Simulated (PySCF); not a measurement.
## Electronic absorption of C4H6OSSi

Species: C4H6OSSi.
SMILES: `S[SiH2]c1ccoc1`

Computed with TDDFT B3LYP/def2-SVPD, vertical, gas phase, core orbitals frozen in the response in PySCF. Isolated species at its GFN2-xTB geometry (one conformer only). Torsions of this conformer, `[SH:1][SiH2:2][c:3]1[cH:4][cH:5][o:6][cH:7]1`: S1–Si2–C3–C4 57°, H–S1–Si2–C3 49°.

Task: List the vertical singlet excitations with oscillator strengths and describe the spectrum.

Result: 

```tsv
state	E (eV)	λ (nm)	f	main configurations (H = HOMO, L = LUMO)
S1	5.66	219.1	0.030	H-1→L (85%), H-1→L+1 (11%)
S2	5.80	213.7	0.043	H→L (56%), H→L+1 (31%)
S3	5.98	207.3	0.027	H-1→L+1 (40%), H-1→L+2 (27%), H→L (10%)
S4	6.12	202.7	0.057	H→L+1 (45%), H-1→L+2 (17%), H→L (14%)
S5	6.16	201.4	0.011	H-1→L+1 (35%), H→L+2 (26%), H-1→L+2 (23%)
S6	6.26	197.9	0.051	H→L+2 (44%), H→L+1 (13%), H→L+3 (10%)
S7	6.46	191.9	0.0008	H→L+3 (73%), H-2→L (12%)
S8	6.58	188.4	0.0027	H-1→L+3 (46%), H→L+4 (37%)
```

Triplets (Tamm–Dancoff): T1 4.06 eV, H→L (79%), H→L+1 (13%); T2 5.01 eV, H→L+1 (39%), H-2→L (10%), H→L (10%); T3 5.40 eV, H-1→L (68%), H-1→L+1 (28%).

The lowest singlet comes at 219 nm (546 kJ/mol) in the ultraviolet; it is of moderate strength; its leading configuration is HOMO-1→LUMO (85%). The most intense listed level is S4 at 6.12 eV (203 nm, f = 0.057), 0.46 eV above S1. Löwdin shares by element: HOMO carbon 82% (atoms not listed hold the other 18%); LUMO carbon 41% or more, oxygen 15%, silicon 10% (atoms not listed hold the other 34%). The oscillator strengths of these states sum to 0.222; summed over the whole spectrum of an exact calculation they would give the number of electrons, 68 (Thomas–Reiche–Kuhn). Of the 8 states listed, 6 reach f = 0.01 and none stays under 0.0005. Orbital energies (eV): HOMO-3 -9.01, HOMO-2 -8.10, HOMO-1 -7.07, HOMO -6.81, LUMO -0.55, LUMO+1 -0.15, LUMO+2 0.18. Singlets were solved by full linear response, triplets in the Tamm–Dancoff approximation.

Hardware: one thread of an Arm Neoverse N1, on a shared host. Cost: 59 s of wall time, 0.81 GiB resident at most.
